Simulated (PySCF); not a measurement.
Simulation results for AlClH

All values are calculated (PySCF 2.14.0). Calculation on a computer-drawn molecule: vertical ionisation energy to the stated ion spin, frozen-core CCSD(T) at the basis limit and cheaper methods, single-reference cases, UHF for radicals, no spin-orbit; all values are single points at the evaluated structure, the first of each entry, which is the reference or a displaced copy of it and isn't optimised; the reference structure only sets the zero of the energies above reference; triples share is (T) over the correlation energy.

Common to all runs: charge 0; multiplicity 2; ion multiplicity 1; diffuse functions no; basis cc-pV(n+d)Z; reference is the Hartree-Fock double-zeta minimum; best is HF at quadruple zeta + MP2 correlation extrapolated from triple and quadruple zeta + CCSD(T) minus MP2 at triple zeta; basis step is the size of the change from the same recipe one zeta lower.

(1) AlClH

Evaluated structure:
```xyz
3
AlClH
Al    -0.7869     1.3266     0.7082
Cl    -2.1726     2.7602     1.9418
H      0.6492     1.7886     0.4171
```

Reference structure:
```xyz
3
AlClH
Al    -0.8144     1.2443     0.6852
Cl    -2.0581     2.5107     1.8654
H      0.6614     1.7676     0.4309
```

It finds ionisation energy best 8.581 eV; ionisation energy basis step 0.05622 eV; energy above reference best 7.406 kcal/mol; energy above reference basis step 0.6688 kcal/mol; total energy HF triple zeta -702.0561 hartree; total energy CCSD(T) triple zeta -702.3392 hartree; total energy best -702.3866 hartree; T1 diagnostic at triple zeta 0.01403; D1 diagnostic at triple zeta 0.03984; spin squared at triple zeta 0.7565; ion T1 diagnostic at triple zeta 0.01965; ion D1 diagnostic at triple zeta 0.05045; triples share at triple zeta 0.03831; basis functions triple zeta 92; dipole magnitude HF at triple zeta 3.104 debye; dipole magnitude CCSD unrelaxed at triple zeta 2.784 debye; dipole magnitude PBE at triple zeta 2.558 debye; dipole magnitude r2SCAN at triple zeta 2.689 debye; dipole magnitude B3LYP at triple zeta 2.78 debye; dipole magnitude wB97X at triple zeta 2.9 debye.

Drawn bonds:
```
atom  other atom  order
   1           2      1
   1           3      1
```

Triple zeta:
```
 method  ionisation energy (eV)  energy above reference (kcal/mol)
     HF                   8.525                              7.187
    PBE                    8.51                               6.27
 r2SCAN                   8.708                              7.155
  B3LYP                   8.663                              6.266
  wB97X                   8.636                              7.408
    MP2                   8.522                              7.198
   CCSD                   8.548                              7.192
CCSD(T)                   8.515                              7.068
```

(2) AlClH

Evaluated structure:
```xyz
3
AlClH
Al    -0.8128     1.2431     0.6778
Cl    -2.0495     2.5024     1.8823
H      0.6472     1.7402     0.4495
```

Reference structure:
```xyz
3
AlClH
Al    -0.8144     1.2443     0.6852
Cl    -2.0581     2.5107     1.8654
H      0.6614     1.7676     0.4309
```

Results for AlClH: ionisation energy best 8.303 eV; ionisation energy basis step 0.04424 eV; energy above reference best 0.2167 kcal/mol; energy above reference basis step 0.03041 kcal/mol; total energy HF triple zeta -702.0674 hartree; total energy CCSD(T) triple zeta -702.3501 hartree; total energy best -702.3981 hartree; T1 diagnostic at triple zeta 0.01309; D1 diagnostic at triple zeta 0.03784; spin squared at triple zeta 0.7559; ion T1 diagnostic at triple zeta 0.01656; ion D1 diagnostic at triple zeta 0.04233; triples share at triple zeta 0.03758; basis functions triple zeta 92; dipole magnitude HF at triple zeta 1.872 debye; dipole magnitude CCSD unrelaxed at triple zeta 1.661 debye; dipole magnitude PBE at triple zeta 1.5 debye; dipole magnitude r2SCAN at triple zeta 1.587 debye; dipole magnitude B3LYP at triple zeta 1.677 debye; dipole magnitude wB97X at triple zeta 1.713 debye.

Drawn bonds:
```
atom  other atom  order
   1           2      1
   1           3      1
```

Triple zeta:
```
 method  ionisation energy (eV)  energy above reference (kcal/mol)
     HF                   8.204                               0.13
    PBE                   8.254                             0.3319
 r2SCAN                   8.433                             0.2513
  B3LYP                   8.387                             0.2179
  wB97X                   8.326                             0.2261
    MP2                   8.237                             0.1384
   CCSD                   8.267                             0.1998
CCSD(T)                   8.246                             0.2122
```

(3) AlClH

Evaluated structure:
```xyz
3
AlClH
Al    -0.7847     1.1870     0.7173
Cl    -2.0219     2.4417     1.9075
H      0.7730     1.7642     0.3784
```

Reference structure:
```xyz
3
AlClH
Al    -0.8144     1.2443     0.6852
Cl    -2.0581     2.5107     1.8654
H      0.6614     1.7676     0.4309
```

The calculation gives: ionisation energy best 8.328 eV; ionisation energy basis step 0.04481 eV; energy above reference best 1.222 kcal/mol; energy above reference basis step 0.01317 kcal/mol; total energy HF triple zeta -702.0650 hartree; total energy CCSD(T) triple zeta -702.3486 hartree; total energy best -702.3965 hartree; T1 diagnostic at triple zeta 0.01393; D1 diagnostic at triple zeta 0.04049; spin squared at triple zeta 0.76; ion T1 diagnostic at triple zeta 0.01705; ion D1 diagnostic at triple zeta 0.04391; triples share at triple zeta 0.03792; basis functions triple zeta 92; dipole magnitude HF at triple zeta 1.712 debye; dipole magnitude CCSD unrelaxed at triple zeta 1.512 debye; dipole magnitude PBE at triple zeta 1.357 debye; dipole magnitude r2SCAN at triple zeta 1.438 debye; dipole magnitude B3LYP at triple zeta 1.534 debye; dipole magnitude wB97X at triple zeta 1.548 debye.

Drawn bonds:
```
atom  other atom  order
   1           2      1
   1           3      1
```

Triple zeta:
```
 method  ionisation energy (eV)  energy above reference (kcal/mol)
     HF                   8.248                              1.607
    PBE                   8.288                             0.5995
 r2SCAN                   8.471                              1.027
  B3LYP                   8.427                               1.05
  wB97X                   8.377                              1.166
    MP2                   8.269                              1.544
   CCSD                   8.292                              1.229
CCSD(T)                   8.272                              1.161
```

(4) AlClH

Evaluated structure:
```xyz
3
AlClH
Al    -0.7806     1.2048     0.7405
Cl    -2.1163     2.4955     1.9123
H      0.6003     1.7571     0.4641
```

Reference structure:
```xyz
3
AlClH
Al    -0.8144     1.2443     0.6852
Cl    -2.0581     2.5107     1.8654
H      0.6614     1.7676     0.4309
```

Drawn bonds:
```
atom  other atom  order
   1           2      1
   1           3      1
```

Questions
1. Give the missing ion T1 diagnostic at triple zeta for AlClH (entry 4).

## Answers
1. 0.0173

Further results for AlClH (entry 4):

* ionisation energy best: 8.382 eV
* ionisation energy basis step: 0.04695 eV
* energy above reference best: 2.093 kcal/mol
* energy above reference basis step: 0.2667 kcal/mol
* total energy HF triple zeta: -702.0647 hartree
* total energy CCSD(T) triple zeta: -702.3473 hartree
* total energy best: -702.3951 hartree
* T1 diagnostic at triple zeta: 0.01315
* D1 diagnostic at triple zeta: 0.03758
* spin squared at triple zeta: 0.7553
* ion D1 diagnostic at triple zeta: 0.04417
* triples share at triple zeta: 0.03769
* basis functions triple zeta: 92
* dipole magnitude HF at triple zeta: 2.26 debye
* dipole magnitude CCSD unrelaxed at triple zeta: 2.017 debye
* dipole magnitude PBE at triple zeta: 1.837 debye
* dipole magnitude r2SCAN at triple zeta: 1.938 debye
* dipole magnitude B3LYP at triple zeta: 2.026 debye
* dipole magnitude wB97X at triple zeta: 2.089 debye

Triple zeta:
```
 method  ionisation energy (eV)  energy above reference (kcal/mol)
     HF                   8.291                               1.82
    PBE                   8.324                              2.072
 r2SCAN                   8.508                              2.113
  B3LYP                   8.462                              1.815
  wB97X                   8.407                              2.114
    MP2                   8.316                               1.84
   CCSD                   8.347                               1.97
CCSD(T)                   8.323                              1.966
```
